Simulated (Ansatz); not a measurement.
Input file for Ansatz (a quantum-chemistry and plane-wave program): R-CCSD(T)/aug-cc-pVDZ on CH5BF3N (a complex), monomers drawn apart or pushed together.

Ansatz 0.2 input:
```yaml
crystal:
  periodic: [false, false, false]
  atoms:
    - {symbol: F, position_ang: [-0.55505574, -1.01569417, 0.57119223]}
    - {symbol: B, position_ang: [-0.06718219, 0.21498355, 0.94590464]}
    - {symbol: F, position_ang: [-0.79610066, 1.27626708, 0.45882683]}
    - {symbol: F, position_ang: [1.29214650, 0.34956323, 0.78141550]}
    - {symbol: C, position_ang: [0.38470735, -0.73928451, 3.20278755]}
    - {symbol: N, position_ang: [-0.31355019, 0.31872857, 2.43392899]}
    - {symbol: H, position_ang: [1.45007393, -0.65472705, 3.00661897]}
    - {symbol: H, position_ang: [0.03566641, -1.70462341, 2.84647629]}
    - {symbol: H, position_ang: [0.19099029, -0.64114698, 4.26988204]}
    - {symbol: H, position_ang: [-0.01235727, 1.24161940, 2.73837606]}
    - {symbol: H, position_ang: [-1.31789015, 0.27180262, 2.58961003]}
basis:
  gaussian:
    orbitals: aug-cc-pVDZ
magnetization: {spin_polarized: false}
correlation: {method: ccsd_t, electrons: outside_noble_gas}
scf: {lower_state_search: off}
```

It printed:

```
WARN ansatz: RAYON_NUM_THREADS=4 ignored (pool sized by the plan → 4); use --threads N
Functional definition: HF
these checks for a lower state are left out or cut short: stability, starts, cluster_reference, orbital_swaps, neighbouring_geometries, increment
integrals: 0.75 GiB planned
1742 factors; integrals over basis functions are off by at most 7.5e-4 eV
mean field: 0.81 GiB planned
mean field evaluation 1: about -11383.3241 eV, gradient 4.6e1 eV
mean field evaluation 2: about -11383.4614 eV, gradient 4.6e1 eV
mean field evaluation 4: about -11387.5781 eV, gradient 3.5e0 eV
mean field evaluation 8: about -11387.6225 eV, gradient 2.2e-1 eV
mean field -11387.62260748 eV, -418.4874120170 hartree, gradient 1.2e-6 eV, S^2 0.000000; 0 other end points of the search recorded, 0 dependent functions left out
6 core orbitals not correlated
reference -11387.62260748 eV, -418.4874120170 hartree; 19, 19 occupied and 158, 158 virtual orbitals, 1742 factors
second order -28.20221720 eV of doubles, -0.00000000 eV of singles
coupled cluster: 2.60 GiB planned
cycle   1  -28.40537524 eV  change   -2.0e-1 eV  update   1.1e-1
cycle   2  -28.98395371 eV  change   -5.8e-1 eV  update   3.0e-2
cycle   3  -29.12747130 eV  change   -1.4e-1 eV  update   1.5e-2
cycle   4  -29.12151706 eV  change    6.0e-3 eV  update   2.8e-3
cycle   5  -29.11910633 eV  change    2.4e-3 eV  update   1.3e-3
cycle   6  -29.11965029 eV  change   -5.4e-4 eV  update   3.6e-4
cycle   7  -29.11974054 eV  change   -9.0e-5 eV  update   1.4e-4
cycle   8  -29.11966807 eV  change    7.2e-5 eV  update   4.9e-5
cycle   9  -29.11963970 eV  change    2.8e-5 eV  update   1.7e-5
perturbative correction -0.75422162 eV, -0.0277171332 hartree
Total energy: -11417.49646880 eV, -419.5852561713 hartree
Checks for a lower state left out: stability, starts, cluster_reference, orbital_swaps, neighbouring_geometries, increment
```

The run converged.

Cost: roughly 5 core-minutes.
